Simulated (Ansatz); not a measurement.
Cost and result up the ladder for the cluster SbF₃ (the lowest singlet isomer of a short search) (4 atoms). The state is a singlet with charge 0. Geometry: B3LYP-D4/def2-TZVP.

```
atom   x (Å)   y (Å)   z (Å)
 Sb1   0.153   0.494   0.541
  F2   0.448   0.900  -1.294
  F3   1.003  -1.206   0.474
  F4  -1.604  -0.188   0.280
```

Ansatz on 4 threads of Arm Neoverse V2 on a shared host. Times are rough, and most runs start from the orbitals of an earlier one. PBE0-D4/def2-TZVP serves as the yardstick here, not as an exact answer. Differences are given only for rows in sets of like size (and for xTB, whose basis is part of the method), since another set adds its own error. Binding counts from free atoms at the same level (Sb quartet, F doublet; other spins of the atoms weren't run), without zero-point energy or a counterpoise term.

In the def2 sets Sb takes a core potential; there is no spin–orbit coupling. LC-ωPBE has ω = 0.4 bohr⁻¹. B3LYP takes the VWN-RPA correlation. Correlated methods freeze 7 core orbitals; core or outer-core shells of Sb are correlated, in sets that lack core-valence functions. The structure comes from a short search, and lower isomers may exist.

Correlated methods converge slowly with the basis.

| level | functions | binding energy per atom (eV) | difference from PBE0-D4/def2-TZVP (eV) |
| --- | --- | --- | --- |
| RPA@PBE/def2-TZVP | 143 | 3.04 | -0.33 |
| PBE-D4/def2-TZVP | 143 | 3.66 | 0.29 |
| PBE0-D4/def2-TZVP | 143 | 3.38 | 0.00 |
| CCSD(T)/def2-TZVPP | 143 | 3.28 | -0.09 |
| B3LYP-D4/def2-TZVP | 143 | 3.47 | 0.09 |
| PBE-QIDH/def2-TZVP (with forces) | 143 | 3.30 | -0.08 |
| PBE0-D4/def2-SVP | 68 | 3.20 | – |
| MP2/def2-TZVP | 143 | 3.48 | 0.10 |
| B97M-V/def2-TZVP | 143 | 3.55 | 0.18 |
| PBE-D4/def2-SVP | 68 | 3.51 | – |
| r2SCAN-D4/def2-TZVP | 143 | 3.48 | 0.10 |
| r2SCAN-D4/def2-TZVPD | 176 | 3.48 | 0.10 |
| LC-ωPBE/def2-TZVP | 143 | 3.45 | 0.07 |
| PBE-D4/def2-TZVPD | 176 | 3.66 | 0.29 |

(1) Estimate how long each takes.

Results:

(1) PBE-D4/def2-SVP 0.45 s; PBE0-D4/def2-SVP 0.65 s; PBE-D4/def2-TZVP 0.8 s; LC-ωPBE/def2-TZVP 1.1 s; MP2/def2-TZVP 1.1 s; B3LYP-D4/def2-TZVP 1.1 s; PBE0-D4/def2-TZVP 1.1 s; r2SCAN-D4/def2-TZVP 1.8 s; PBE-D4/def2-TZVPD 1.9 s; RPA@PBE/def2-TZVP 2.2 s; r2SCAN-D4/def2-TZVPD 2.4 s; B97M-V/def2-TZVP 2.9 s; PBE-QIDH/def2-TZVP (with forces) 4.8 s; CCSD(T)/def2-TZVPP 10 s. On shared hardware such times vary by a factor of up to 3.
